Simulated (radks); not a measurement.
Results of a calculation; reference values are marked as such.
Problem. The mean radii <r> (bohr) of the occupied orbitals of an atom or ion are listed with their occupations. Level of theory: non-relativistic Kohn-Sham, LDA (Slater exchange, Perdew-Wang correlation), spin-unpolarised, spherical densities, point nucleus (a radial shooting solver on a logarithmic mesh with Libxc functionals).

| orbital | occ. | <r> |
|---|---|---|
| 1s | 2 | 0.03449 |
| 2s | 2 | 0.1412 |

Name the element and its charge.

Solution. Z = 44, ruthenium, charge +40: Ru40+ in [He] 2s2. The 1s radius gives Z: for a bare nucleus <r> = 1.5/Z, 0.03409 bohr for Z = 44, and screening makes it slightly larger (0.03449 here). The occupations add up to 4, and the charge is Z minus that.
